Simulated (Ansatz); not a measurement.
Compare A (`C[SiH](S)C#N`) with its isomer B (`N[SiH]1C=C1S`).

Computed with Ansatz on PBE0-D4/def2-TZVP structures; ΔE is electronic, products minus reactants. CCSD(T)/CBS is the MP2 limit (def2-TZVPP, def2-QZVPP) plus CCSD(T) − MP2 in def2-TZVPP, frozen cores. Functionals use def2-TZVPP. B3LYP here is the variant with VWN-RPA as its local correlation; programs differ in this. One conformer a species, not always the lowest.

A:

```xyz
10

C     1.188   -0.598    0.708
Si   -0.124    0.451   -0.074
S     0.165    0.436   -2.180
C    -1.785   -0.273    0.328
N    -2.817   -0.720    0.580
H     2.176   -0.175    0.515
H     1.035   -0.649    1.788
H     1.158   -1.614    0.307
H    -0.171    1.832    0.458
H    -0.825    1.310   -2.430
```

B:

```xyz
10

N    -0.559    1.838    0.395
Si   -0.753    0.241   -0.147
C     0.281   -0.543   -1.368
C     0.530   -1.032   -0.130
S     1.662   -2.179    0.477
H    -1.271    2.314    0.920
H     0.313    2.338    0.362
H    -2.176   -0.095    0.078
H     0.710   -0.729   -2.346
H     1.263   -2.153    1.758
```

(1) Which isomer does CCSD(T)/CBS put lower? Give the gap. (An estimate is asked.)

(2) Give E(B) − E(A) in kJ/mol with CCSD(T)/def2-TZVPP, B3LYP, MP2/def2-TZVPP, PBE0-D4, r2SCAN-D4, CCSD/def2-TZVPP, PBE-D4. (Best estimate.)

Largest T1 diagnostic: 0.012.

Answers

(1) Computed: A, by 176.2 kJ/mol.

(2) The calculation gave: CCSD(T)/def2-TZVPP 187.0, B3LYP 172.3, MP2/def2-TZVPP 184.1, PBE0-D4 150.0, r2SCAN-D4 156.1, CCSD/def2-TZVPP 189.5, PBE-D4 150.0. None reverses the order clearly.

In def2-TZVPP, CCSD(T) changes the Hartree–Fock value by −17.1 kJ/mol (the triples alone add −2.5 kJ/mol) and MP2 by −20.1 kJ/mol.
